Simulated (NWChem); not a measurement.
System: C3HCl2F; SMILES FC(Cl)=C=CCl

```xyz
7

F     -1.5621     1.6089     0.2562
C     -0.4035     1.0558    -0.0513
Cl     0.9014     2.1671     0.0646
C     -0.2669    -0.1940    -0.4101
C     -0.1102    -1.4364    -0.7815
Cl     0.1994    -2.7397     0.3138
H     -0.1636    -1.7584    -1.8271
```
Atoms are numbered in this order, from 1.

Level: PBE0/def2-SVP (NWChem), optimised geometry, unscaled harmonic frequencies. 

Question: List the harmonic frequencies with IR intensities, and the thermochemistry.

Answer: 
```
frequency (cm⁻¹)  IR intensity (km/mol)
----------------  ---------------------
90                                  0.1
111                                 0.0
244                                 1.8
352                                 1.4
451                                 4.3
529                                 5.0
565                                 6.0
701                                51.9
800                               202.3
839                                14.6
1132                              196.8
1229                               87.0
1442                               71.6
2107                              388.4
3201                                1.0
```

zero-point energy: 19.7 kcal/mol
thermal correction to the enthalpy at 298.15 K (with zero-point energy): 24.1 kcal/mol
heat capacity Cv: 19.5 cal/(mol K)
entropy at 298.15 K and 1 atm (symmetry number 1): 81.6 cal/(mol K)
dipole moment: 1.16 D

Rigid rotor and harmonic oscillator; modes under 100 cm⁻¹ make the entropy uncertain.
